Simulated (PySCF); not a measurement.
CF3O3S (SMILES O=S(=O)([O-])C(F)(F)F), charge -1, singlet, at a GFN2-xTB geometry; MP2/6-31G** in PySCF.

The PySCF input:
```python
from pyscf import gto, scf, mp

mol = gto.Mole()
mol.atom = '''
    O     1.437599   -0.318940    1.171135
    S     0.923575   -0.035914   -0.150496
    O     1.201674    1.288408   -0.660270
    O     1.035101   -1.112348   -1.109604
    C    -0.928928    0.036122    0.151369
    F    -1.262751    0.991986    1.033294
    F    -1.409248   -1.119420    0.638116
    F    -1.616738    0.294203   -0.972561
'''
mol.basis = '6-31g**'
mol.charge = -1
mol.spin = 0
mol.verbose = 4
mol.build()

mf = scf.RHF(mol)
mf.kernel()

pt = mp.MP2(mf, frozen=12)
pt.kernel()
print('E(MP2) = %.10f' % pt.e_tot)
```

It wrote (shortened):

```
PySCF version 2.14.0

[INPUT] verbose = 4
[INPUT] num. atoms = 8
[INPUT] num. electrons = 74
[INPUT] charge = -1
[INPUT] spin (= nelec alpha-beta = 2S) = 0
[INPUT] symmetry False subgroup None
[INPUT] Mole.unit = angstrom
[INPUT] Symbol           X                Y                Z      unit          X                Y                Z       unit  Magmom
[INPUT]  1 O      1.437599000000  -0.318940000000   1.171135000000 AA    2.716668386949  -0.602709250169   2.213124404893 Bohr   0.0
[INPUT]  2 S      0.923575000000  -0.035914000000  -0.150496000000 AA    1.745303805495  -0.067867624038  -0.284396222843 Bohr   0.0
[INPUT]  3 O      1.201674000000   1.288408000000  -0.660270000000 AA    2.270834751011   2.434738256699  -1.247729468267 Bohr   0.0
[INPUT]  4 O      1.035101000000  -1.112348000000  -1.109604000000 AA    1.956057401263  -2.102033075208  -2.096847666722 Bohr   0.0
[INPUT]  5 C     -0.928928000000   0.036122000000   0.151369000000 AA   -1.755419509440   0.068260687072   0.286045953749 Bohr   0.0
[INPUT]  6 F     -1.262751000000   0.991986000000   1.033294000000 AA   -2.386253553521   1.874581859403   1.952642666156 Bohr   0.0
[INPUT]  7 F     -1.409248000000  -1.119420000000   0.638116000000 AA   -2.663092761591  -2.115397218361   1.205864475703 Bohr   0.0
[INPUT]  8 F     -1.616738000000   0.294203000000  -0.972561000000 AA   -3.055192035177   0.555963095025  -1.837873929433 Bohr   0.0

nuclear repulsion = 553.212116524055
number of shells = 50
number of NR pGTOs = 240
number of NR cGTOs = 116
basis = 6-31g**
ecp = {}

******** <class 'pyscf.scf.hf.RHF'> ********
method = RHF
initial guess = minao
damping factor = 0
level_shift factor = 0
DIIS = <class 'pyscf.scf.diis.CDIIS'>
diis_start_cycle = 1
diis_space = 8
diis_damp = 0
SCF conv_tol = 1e-09
SCF conv_tol_grad = None
SCF max_cycles = 50
direct_scf = True
direct_scf_tol = 1e-13
Set gradient conv threshold to 3.16228e-05
Initial guess from minao.
init E= -960.207163360096
  HOMO = -0.339494293679842  LUMO = 0.127180280416259  gap/eV = 12.69886
cycle= 1 E= -957.88920777157  delta_E= 2.32  |g|= 1.38  |ddm|=  3.4
  HOMO = -0.18470167368261  LUMO = 0.31174157546151  gap/eV = 13.50891
cycle= 2 E= -958.083463717916  delta_E= -0.194  |g|= 1.01  |ddm|= 1.65
  HOMO = -0.253497268079383  LUMO = 0.451458830015806  gap/eV = 19.18283
cycle= 3 E= -958.265853120228  delta_E= -0.182  |g|= 0.0735  |ddm|= 0.702
  HOMO = -0.254334286663646  LUMO = 0.45652868139794  gap/eV = 19.34357
cycle= 4 E= -958.267694019475  delta_E= -0.00184  |g|= 0.0158  |ddm|= 0.133
  HOMO = -0.256117146782231  LUMO = 0.455786042200503  gap/eV = 19.37187
cycle= 5 E= -958.267793612177  delta_E= -9.96e-05  |g|= 0.00494  |ddm|= 0.0271
  HOMO = -0.256241723428575  LUMO = 0.455399456735279  gap/eV = 19.36474
cycle= 6 E= -958.267801882715  delta_E= -8.27e-06  |g|= 0.00151  |ddm|= 0.00745
  HOMO = -0.256406768270711  LUMO = 0.455514467228317  gap/eV = 19.37236
cycle= 7 E= -958.267802710493  delta_E= -8.28e-07  |g|= 0.000422  |ddm|= 0.00204
  HOMO = -0.25640681518204  LUMO = 0.455560044765702  gap/eV = 19.37361
cycle= 8 E= -958.267802781538  delta_E= -7.1e-08  |g|= 0.000108  |ddm|= 0.00065
  HOMO = -0.256431127172948  LUMO = 0.455548578058164  gap/eV = 19.37395
cycle= 9 E= -958.267802787484  delta_E= -5.95e-09  |g|= 2.34e-05  |ddm|= 0.000208
  HOMO = -0.256428951850312  LUMO = 0.455552363887431  gap/eV = 19.37400
cycle= 10 E= -958.267802787785  delta_E= -3.01e-10  |g|= 6.35e-06  |ddm|= 4.82e-05
  HOMO = -0.256430718272517  LUMO = 0.455550874807845  gap/eV = 19.37401
Extra cycle  E= -958.267802787806  delta_E= -2.07e-11  |g|= 2.71e-06  |ddm|= 1.2e-05
converged SCF energy = -958.267802787806

******** <class 'pyscf.mp.mp2.RMP2'> ********
nocc = 25, nmo = 104
frozen orbitals 12
E(RMP2) = -959.570553331468  E_corr = -1.30275054366254
E(SCS-RMP2) = -959.508468171294  E_corr = -1.24066538348824
E_corr(same-spin) = -0.372271464123243
E_corr(oppo-spin) = -0.930479079539299
E(MP2) = -959.5705533315
```
